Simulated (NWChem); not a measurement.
Molecule: HfCl$_{4}$; SMILES [Cl][Hf]([Cl])([Cl])[Cl]

```xyz
5

Hf     0.0000     0.0000     0.0000
Cl     1.3440     1.3440     1.3439
Cl    -1.3440    -1.3440     1.3439
Cl    -1.3440     1.3440    -1.3439
Cl     1.3440    -1.3440    -1.3439
```
Atoms are numbered in this order, from 1.

Level: PBE0/def2-SVP with def2 effective core potentials on Hf (NWChem), optimised geometry, unscaled harmonic frequencies. def2 effective core potentials on Hf; no spin-orbit coupling.

**Question.** List the harmonic frequencies with IR intensities, and the thermochemistry.

**Answer.** 
```json
[
 {"frequency (cm⁻¹)": "96", "IR intensity (km/mol)": "3.9"},
 {"frequency (cm⁻¹)": "96", "IR intensity (km/mol)": "3.9"},
 {"frequency (cm⁻¹)": "96", "IR intensity (km/mol)": "3.9"},
 {"frequency (cm⁻¹)": "97", "IR intensity (km/mol)": "0.0"},
 {"frequency (cm⁻¹)": "97", "IR intensity (km/mol)": "0.0"},
 {"frequency (cm⁻¹)": "382", "IR intensity (km/mol)": "0.0"},
 {"frequency (cm⁻¹)": "399", "IR intensity (km/mol)": "80.3"},
 {"frequency (cm⁻¹)": "399", "IR intensity (km/mol)": "80.3"},
 {"frequency (cm⁻¹)": "399", "IR intensity (km/mol)": "80.3"}
]
```

- zero-point energy = 2.9 kcal/mol
- thermal correction to the enthalpy at 298.15 K (with zero-point energy) = 8.4 kcal/mol
- heat capacity Cv = 21.6 cal/(mol K)
- entropy at 298.15 K and 1 atm (symmetry number 12) = 89.9 cal/(mol K)

Rigid rotor and harmonic oscillator; modes under 100 cm⁻¹ make the entropy uncertain.
